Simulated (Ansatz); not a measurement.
Program: Ansatz. Geometries: PBE0-D4/def2-TZVP. ΔE: electronic, gas phase. CCSD(T)/CBS is the MP2 limit (def2-TZVPP, def2-QZVPP) plus CCSD(T) − MP2 in def2-TZVPP, frozen cores. def2 core potentials past Kr. For Sn outer-core shells are correlated without core-valence functions, which leaves a few kJ/mol of doubt a bond. Each species was taken in one conformer, which may not be the lowest.

Consider the formal exchange of groups at the Sn–Al bond: `[OH][Al]([SiH3])[SnH3]` + `CC(F)Cl` → `C[CH](Cl)[SnH3]` + `[OH][Al]([F])[SiH3]`.

`[OH][Al]([SiH3])[SnH3]`:

Cartesian coordinates in Å:
```
O 1.354 1.631 0.965
Al 0.383 0.458 0.212
Si 0.294 0.315 -2.244
Sn -0.934 -1.087 1.922
H 1.886 2.266 0.487
H 1.113 1.365 -2.916
H -1.110 0.456 -2.730
H 0.788 -1.013 -2.712
H 0.107 -1.845 3.050
H -1.796 -2.340 1.135
H -2.085 -0.206 2.832
```

`CC(F)Cl`:

Cartesian coordinates in Å:
```
C -0.411 -0.677 -0.157
C 0.409 0.566 0.017
F 1.650 0.247 0.481
Cl -0.356 1.684 1.175
H -1.398 -0.426 -0.545
H 0.093 -1.341 -0.864
H -0.522 -1.188 0.799
H 0.534 1.134 -0.906
```

`C[CH](Cl)[SnH3]`:

Cartesian coordinates in Å:
```
C 0.643 0.029 -1.366
C 0.742 0.014 0.141
Cl 1.580 -1.476 0.695
Sn -1.178 0.102 1.144
H 1.633 -0.039 -1.826
H 0.176 0.962 -1.698
H 0.042 -0.804 -1.737
H 1.361 0.838 0.496
H -1.981 1.540 0.677
H -2.081 -1.255 0.646
H -0.936 0.089 2.830
```

`[OH][Al]([F])[SiH3]`:

```xyz
8

O     0.729    0.379    2.045
Al    0.063    0.827    0.562
F    -0.350    2.405    0.302
Si   -0.280   -0.866   -1.150
H     0.896    0.970    2.777
H     0.989   -1.597   -1.417
H    -1.294   -1.857   -0.696
H    -0.753   -0.261   -2.424
```

```json
{"species": "`[OH][Al]([SiH3])[SnH3]`", "CCSD(T)/CBS(def2) energy (Eh)": "-824.54300"}
{"species": "`CC(F)Cl`", "CCSD(T)/CBS(def2) energy (Eh)": "-638.08166"}
{"species": "`C[CH](Cl)[SnH3]`", "CCSD(T)/CBS(def2) energy (Eh)": "-754.09639"}
{"species": "`[OH][Al]([F])[SiH3]`", "CCSD(T)/CBS(def2) energy (Eh)": "-708.60114"}
```

(1) Work out ΔE.

Largest T1 diagnostic among the species: 0.014.

## Answers

(1) ΔE = (-754.09639) + (-708.60114) − (-824.54300) − (-638.08166) = -0.07287 Eh = -191.3 kJ/mol.

From PBE to PBE0 (25 % exact exchange), in def2-TZVPP and without D4, ΔE moves by −5.2 kJ/mol. The D4 term adds −5.7 kJ/mol with B3LYP and −2.8 kJ/mol with PBE0; it sums over pairs of atoms, weighted by their polarisabilities, and B3LYP, whose exchange is more repulsive, gets the larger term. In def2-TZVPP, CCSD(T) changes the Hartree–Fock value by −11.1 kJ/mol (the triples alone add −0.1 kJ/mol) and MP2 by −27.2 kJ/mol.

B3LYP here is the variant with VWN-RPA as its local correlation; programs differ in this.
